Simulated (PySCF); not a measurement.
Compound: trans-Zr(PH3)2Cl4 (singlet state).
Bonds: Zr1–P2, Zr1–P6, Zr1–Cl10, Zr1–Cl11, Zr1–Cl12, Zr1–Cl13. Hydrogens: H3, H4, H5 on P2; H7, H8, H9 on P6.

Computed by this run: PBE0-D3(BJ)/def2-SVP geometry optimisation, gas phase, def2 core potentials past Kr (PySCF); density fitting, grid level 1; the optimiser is geomeTRIC in internal coordinates, started from a GFN2-xTB structure with every atom displaced at random (about 0.03 Å).

Step 0: E = -70009.2877 eV
```
atom  x, y, z in Å  |  force x, y, z in eV/Å
Zr1     0.0964   -0.0888    0.0121   -1.773   2.955  -0.310
P2     -0.1205   -0.0305    2.7082    0.548  -1.235   0.150
H3      0.5369    0.9411    3.4006    0.715   1.288   0.382
H4      0.6987   -1.0695    3.2647   -0.350   0.064  -0.197
H5     -1.1644   -0.1085    3.5997   -1.117  -0.216   0.431
P6      0.0031   -0.0566   -2.7281    1.099   0.370   0.754
H7      0.9462    0.6744   -3.4595    0.530   0.204   0.031
H8     -1.0465    0.6408   -3.2066   -1.576   0.933  -0.359
H9     -0.0957   -1.0735   -3.6134   -0.098  -1.632  -0.975
Cl10    2.1886    0.1055    0.9340    1.929  -0.025   0.426
Cl11   -2.2973    0.1193    0.2416   -0.008   0.008  -0.015
Cl12    0.2412    2.1737   -0.8208    0.010   0.464   0.039
Cl13    0.0437   -2.2795   -0.3101    0.089  -3.179  -0.357
```

**Question.** Estimate the geometry and energy of step 1. (The exact step hangs on the optimiser's Hessian estimate; all steps are aligned on step 0, rigid shifts and turns removed.)

**Answer.** E = -70009.7393 eV, largest force 2.017 eV/Å
```
atom  x, y, z in Å  |  force x, y, z in eV/Å
Zr1     0.1108   -0.0875    0.0144   -0.906   1.794  -0.167
P2     -0.1656   -0.0281    2.7291    0.875  -0.625   0.490
H3      0.4966    0.9760    3.4278    0.307   0.687   0.121
H4      0.6336   -1.0627    3.3046   -0.218  -0.021  -0.062
H5     -1.2635   -0.1100    3.5904   -0.563  -0.122  -0.026
P6      0.0099   -0.0626   -2.7424    0.439   0.320  -0.023
H7      0.9687    0.6737   -3.4660    0.314   0.089   0.098
H8     -1.0739    0.6537   -3.2178   -0.759   0.404  -0.099
H9     -0.0896   -1.1226   -3.6335   -0.034  -0.775  -0.301
Cl10    2.3376    0.1156    0.7103    0.742  -0.232   0.384
Cl11   -2.2648    0.1276    0.3829   -0.089  -0.009  -0.230
Cl12    0.2588    2.2190   -0.7251   -0.160   0.089  -0.044
Cl13    0.0719   -2.3443   -0.3523    0.053  -1.599  -0.141
```

The energy changes by -0.4516 eV. The first-order estimate −F·Δx gives -0.7047 eV and the mean of the old and new forces, exact on a quadratic surface, -0.4596 eV. The step makes an angle of 73° with the force vector and moves no atom by more than 0.269 Å.

The cost below is that of the whole optimisation. Hardware: one thread of an Intel Xeon at 2.50 GHz, shared host with 64 logical CPUs at a one-minute load of 55. Cost: 9.8 min, 0.80 GiB resident at most.
